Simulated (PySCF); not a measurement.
# Relaxation of triplet MnH₅

Computed with UPBE0/[Mn def2-TZVP, H def2-TZVP], no relativity, density fitting, PySCF. A (50,194) grid was used.

A start displaced from a saddle point along its imaginary mode, of Cs symmetry, held to at least that symmetry:

```xyz
6
charge 0 multiplicity 3, angstrom
Mn    0.0000    0.0000    0.0000
H     0.0435    0.0754    1.6284
H    -0.0435   -0.0754   -1.6284
H     1.5748   -0.0001    0.0600
H    -0.7873    1.3639    0.0600
H    -0.7875   -1.3638   -0.1200
```

(1) What forces act on the atoms at the start (eV/Å)?

(2) What does it relax to?

(3) How much energy is released, and in how many steps?

Answers

(1) 
| atom | Fx | Fy | Fz |
| --- | --- | --- | --- |
| Mn1 | -0.07 | -0.13 | 0.01 |
| H2 | 0.15 | 0.25 | -0.04 |
| H3 | -0.13 | -0.23 | 0.02 |
| H4 | 0.00 | 0.08 | 0.19 |
| H5 | 0.07 | 0.04 | 0.19 |
| H6 | -0.01 | -0.01 | -0.38 |

(2) It ends at C2v with H–H 0.879 Å, Mn–H 1.533 Å, Mn–H 1.576 Å (×2), Mn–H 1.690 Å (×2); H–H–Mn 74.9° (×2), H–Mn–H 30.2°, H–Mn–H 44.1° (×2), H–Mn–H 88.2°, H–Mn–H 133.9° (×4), H–Mn–H 164.9° (×2) (after a last refinement on a finer grid). A frequency run shows 1 imaginary mode, down to 745i cm⁻¹, so it is a saddle point. Other isomers or separated fragments may lie lower.

(3) 166.3 kJ/mol in 25 steps.

Open d and f shells are described by one determinant, and the ground state may have another occupation or spin.
